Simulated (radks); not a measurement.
Valence configurations of Ne III (all share [He]). Method: non-relativistic Kohn-Sham, LDA (Slater exchange, Perdew-Wang correlation), spin-unpolarised, spherical densities, point nucleus; computed with a radial shooting solver on a logarithmic mesh with Libxc functionals. Energies are relative to 2s2 2p4; eigenvalues in eV.

| valence | E (eV) | e(2p) | e(2s) |
|---|---|---|---|
| 2s2 2p4 | 0.000 | -54.952 | -77.551 |
| 2s1.5 2p4.5 | 11.318 | -54.795 | -77.465 |
| 2s1 2p5 | 22.670 | -54.652 | -77.392 |
| 2p6 | 45.478 | -54.405 | - |
| 2s0.5 2p5.5 | 34.057 | -54.522 | -77.330 |

NIST lists [He] 2s2 2p4 as the ground configuration; this level of theory agrees among the configurations tried. The energies are those of spherical spin-averaged densities, not of single terms.
